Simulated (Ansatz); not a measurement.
The cluster K4H3⁺. Total charge 1; singlet. Geometry r2SCAN-D4/def2-SVP, basis def2-TZVP, Ansatz.

```xyz
7

K    -2.736    0.486   -0.166
K     0.824   -2.157   -1.557
K     0.931   -0.125    2.621
K     0.830    1.517   -0.759
H     1.843   -0.715    0.300
H    -0.806    1.252    1.335
H    -0.885   -0.259   -1.774
```

```csv
run,HOMO (eV),LUMO (eV)
A,-8.17,-2.99
B,-7.36,-3.76
C,-10.64,-2.09
D,-10.69,-2.18
E,-7.17,-3.29
F,-10.20,-2.73
```

LC-ωPBE has ω = 0.4 bohr⁻¹. The structure comes from a short search, and lower isomers may exist.

Q: The runs used B97M-V, HF, LC-ωPBE, r2SCAN, r2SCAN0, ωB97M-V. Estimate which is which.

A: A r2SCAN0 (25 % exact exchange); B B97M-V (0 % exact exchange); C HF (100 % exact exchange); D LC-ωPBE (range-separated); E r2SCAN (0 % exact exchange); F ωB97M-V (range-separated). Exact exchange lowers occupied and raises empty levels; among semilocal functionals meta-GGAs tend to open the gap a little, and such runs are hard to tell apart. The gap grows from 3.59 eV (B97M-V) to 8.55 eV (HF).
